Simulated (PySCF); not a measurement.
## Dipole moment and polarisability of `CC1=C[P@H](=S)C(C)=C1`

Compound: C6H9PS.
Numbering: `[CH3:1][C:2]1=[CH:3][P@H:4](=[S:5])[C:6]([CH3:7])=[CH:8]1` (hydrogens: H9, H10, H11 on C1; H12 on C3; H13 on P4; H14, H15, H16 on C7; H17 on C8)

Cartesian coordinates in Å at the GFN2-xTB level; atoms count from 1:
```xyz
17
C6H9PS angstrom
C      2.5906   -0.3995    0.5493
C      1.2278    0.0950    0.2110
C      0.8954    1.3773   -0.0262
P     -0.8785    1.4981   -0.3247
S     -1.9753    2.6146    0.8085
C     -1.0758   -0.3140   -0.2033
C     -2.3856   -0.9935   -0.3729
C      0.1154   -0.8455    0.1076
H      2.9172   -1.1265   -0.1940
H      3.3074    0.4166    0.5847
H      2.5739   -0.8999    1.5172
H      1.5610    2.2219    0.0213
H     -0.9865    1.7393   -1.7024
H     -2.3647   -1.9971    0.0471
H     -2.6413   -1.0647   -1.4312
H     -3.1670   -0.4117    0.1168
H      0.2789   -1.8982    0.2814
```

Level: CAM-B3LYP/def2-SVPD (PySCF), static field, nuclei fixed, core orbitals frozen in the response. The polarisability tensor in these axes (au):

```
x   132.43 -16.30   2.10
y   -16.30 125.05   4.06
z     2.10   4.06  87.15
```

**Question.** Give the principal values, the mean and the anisotropy Δα = √{½[(α1 − α2)² + (α2 − α3)² + (α1 − α3)²]}.

**Answer.** Principal values 86.35, 112.81 and 145.47 au; mean 114.88 au = 17.02 Å³ = 18.94 × 10⁻⁴⁰ C²·m²/J; Δα = 51.30 au (45 % of the mean).

**Question.** What is the dipole moment, and where does it point?

**Answer.** (2.95, -3.82, -1.89) D, 5.18 D in size, pointing from the negative to the positive side. Measured along this direction, the outermost atoms are S5 at the negative end and H9 at the positive end.

**Question.** In TDDFT the mean static polarisability is Σ f/ω² over all singlet excitations (ω in hartree). How much of it do the 8 lowest give? Their energies (eV) and oscillator strengths: 3.80, 0.0016; 4.02, 0.0162; 4.53, 0.0552; 5.90, 0.0010; 6.01, 0.0029; 6.05, 0.0124; 6.33, 0.0498; 6.52, 0.0204.

**Answer.** They add up to 4.43 au, 3.9 % of the 114.88 au; the largest single term is 1.99 au, from the state at 4.53 eV. Terms in order: 0.08, 0.74, 1.99, 0.02, 0.06, 0.25, 0.92, 0.36 au. Higher excitations give the rest. The strengths listed sum to 0.159.

**Question.** How large is μ²/3kT at 500 K beside α?

**Answer.** In Gaussian units μ²/3kT = 129.78 Å³ against 17.02 Å³, a ratio of 7.62; the Debye molar polarisation (4π/3)N_A(α + μ²/3kT) is 370.3 cm³/mol, leaving out the vibrational part.

**Question.** What molar refraction does this α imply?

**Answer.** Lorentz–Lorenz: R = (4π/3)N_A α = 2.5225 cm³/(mol·Å³) × 17.02 Å³ = 42.9 cm³/mol, in the limit of long wavelengths.

Geometry: GFN2-xTB; no solvent, vibrations or thermal averaging.

The run behind these numbers computed excited states as well. Hardware: one thread of an Arm Neoverse V1, no GPU, on a shared host. Cost: 67 s wall (with the writing of density and orbital grids), 1.1 GiB resident at most.
